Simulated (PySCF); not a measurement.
C6H14Se, SMILES CC(C)(CC[SeH])C, singlet (GFN2-xTB optimised geometry):

```
21

C      2.095    -0.237    -1.133
C      0.586    -0.361    -1.376
C      0.324    -1.638    -2.179
C      0.110     0.853    -2.171
C     -0.102    -0.436     0.000
C     -1.625    -0.436     0.000
Se    -2.463     1.358     0.000
H      2.630    -0.212    -2.078
H      2.322     0.677    -0.588
H      2.463    -1.082    -0.554
H      0.870    -1.606    -3.119
H     -0.732    -1.752    -2.412
H      0.649    -2.516    -1.624
H      0.670     0.936    -3.100
H      0.254     1.767    -1.599
H     -0.946     0.769    -2.423
H      0.252     0.396     0.615
H      0.227    -1.358     0.488
H     -2.039    -0.936    -0.875
H     -2.011    -0.934     0.891
H     -2.034     1.698     1.339
```

Level of theory: CAM-B3LYP/def2-SVP (PySCF).

### Question
What are the frontier orbital energies and the dipole moment?

### Answer
HOMO-2 -10.32 eV, HOMO-1 -9.77 eV, HOMO -7.50 eV, LUMO 1.63 eV, LUMO+1 2.57 eV; dipole moment 1.43 D.

On the same geometry PBE/def2-SVP (PySCF 2.14.0) gives HOMO-2 -7.54 eV, HOMO-1 -7.24 eV, HOMO -5.00 eV, LUMO -0.39 eV, LUMO+1 0.48 eV; dipole moment 1.42 D.

Meta-Löwdin charges at CAM-B3LYP/def2-SVP: C1 -0.29, C2 0.08, C3 -0.29, C4 -0.29, C5 -0.17, C6 -0.23, Se7 -0.04, H8 0.09, H9 0.09, H10 0.09, H11 0.09, H12 0.09, H13 0.09, H14 0.09, H15 0.10, H16 0.09, H17 0.09, H18 0.08, H19 0.11, H20 0.11, H21 0.04.
